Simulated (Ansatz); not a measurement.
Species: sum formula GeH3Te4, charge 0, multiplicity 2. It need not be the lowest isomer of its formula. 
Geometry from a B3LYP-D3(BJ)/def2-TZVP (Ansatz, an electronic-structure program) optimisation:
```
Ge
Te 1 2.5211
Te 1 2.5855 2 120.38
H 3 1.6634 1 91.49 2 -57.55
Te 1 2.5933 2 117.66 4 156.72
H 5 1.6607 1 90.66 2 5.42
Te 1 2.6323 2 92.56 6 108.65
H 7 1.6633 1 91.81 2 76.16
```
Charge 0, spin multiplicity 2.

Computed values are from Ansatz. Cores are frozen in the correlated levels unless marked. UHF or UKS for open shells. Spin-orbit coupling is left out. Frozen are the shells of the preceding noble gas and the d and f shells that filled before the atom's block. In def2 rows, elements after Kr have scalar-relativistic effective core potentials. CBS marks a two-point X^-3 extrapolation of the correlation energy; Hartree-Fock from the larger set.

| Property | Value |
|---|---|
| atomisation energy De | 1707.1 kJ/mol at CCSD(T)/CBS(def2-TZVPP,def2-QZVPP) |
| total energy | -3146.1071 Eh at CCSD(T)/CBS(def2-TZVPP,def2-QZVPP) |
| dipole moment | 0.54 D at CCSD(T)/def2-SVPD |
| T1 diagnostic | 0.021 at CCSD/def2-QZVPP |
